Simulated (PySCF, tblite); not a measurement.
Isomers of C5H6F3O (doublet state), one GFN2-xTB conformer each. Single-point energies are computed at B3LYP/pcH-1 (PySCF, gas phase, no added dispersion term), electronic only. GFN2-xTB treats the open shell by occupation alone, and not every SCF solution was tested for stability.

| SMILES | GFN2-xTB relative energy (kJ/mol) |
| --- | --- |
| C=[C]C[C@H](F)OC(F)F | 30.4 |
| F[C](C(F)F)[C@@H]1CCO1 | 0.0 |

Conformers: `[CH2:1]=[C:2][CH2:3][C@H:4]([F:5])[O:6][CH:7]([F:8])[F:9]` (doublet state) with C1–C2–C3–C4 13°, C2–C3–C4–F5 -67°, C3–C4–O6–C7 -177°, C4–O6–C7–F8 70°; `[F:1][C:2]([CH:3]([F:4])[F:5])[C@@H:6]1[CH2:7][CH2:8][O:9]1` (doublet state) with F1–C2–C3–F4 -111°, F1–C2–C6–C7 59°.

Problem. What does B3LYP/pcH-1 give for the same structures?

Solution. 
| SMILES | B3LYP/pcH-1 E (Eh) | B3LYP/pcH-1 (kJ/mol) | GFN2-xTB (kJ/mol) | point group |
| --- | --- | --- | --- | --- |
| C=[C]C[C@H](F)OC(F)F | -568.83044 | 0.0 | 30.4 | C1 |
| F[C](C(F)F)[C@@H]1CCO1 | -568.81784 | 33.1 | 0.0 | C1 |

GFN2-xTB puts F[C](C(F)F)[C@@H]1CCO1 lowest instead. As drawn, the higher has a four-membered ring, which the lower lacks.

Problem. What happens when harmonic zero-point energies from GFN2-xTB frequencies are added?

Solution. 
| SMILES | ZPE (kJ/mol) | electronic (kJ/mol) | with ZPE (kJ/mol) |
| --- | --- | --- | --- |
| C=[C]C[C@H](F)OC(F)F | 262.6 | 0.0 | 0.0 |
| F[C](C(F)F)[C@@H]1CCO1 | 270.7 | 33.1 | 41.1 |

The zero-point energies span 8.1 kJ/mol. The order is unchanged.
